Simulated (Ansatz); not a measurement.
ClF$_{2}$GeH, SMILES `[F][GeH]([F])[Cl]`. Total charge 0; spin multiplicity 1. The geometry is a stationary point of PBE0-D4/def2-TZVP.

```xyz
5

F     0.602    1.548   -0.368
Ge   -0.110    0.040    0.025
F    -0.461   -0.698   -1.481
Cl    1.352   -1.132    0.994
H    -1.383    0.244    0.830
```

Problem. What is the dipole moment at B3LYP/def2-TZVPP? (Estimate.)

Solution. The calculation gave: 2.17 D, with components (-1.36, -0.19, 1.68) D in this frame, pointing from negative to positive charge.

Problem. And with PBE, r2SCAN, ωB97M-V? (Estimate.)

Solution. The calculation gave: PBE 2.02 D, r2SCAN 2.10 D, ωB97M-V 2.17 D.

Problem. Give the Mulliken charges with B3LYP, PBE, r2SCAN in def2-TZVPP. (An estimate is asked.)

Solution. The calculation gave: 
```csv
atom,B3LYP,PBE,r2SCAN
F1,-0.34,-0.30,-0.34
Ge2,0.90,0.82,0.92
F3,-0.34,-0.30,-0.34
Cl4,-0.24,-0.23,-0.25
H5,0.02,0.02,0.02
```

B3LYP here is the variant with VWN-RPA as its local correlation; programs differ in this.

Program: Ansatz 0.2.0.
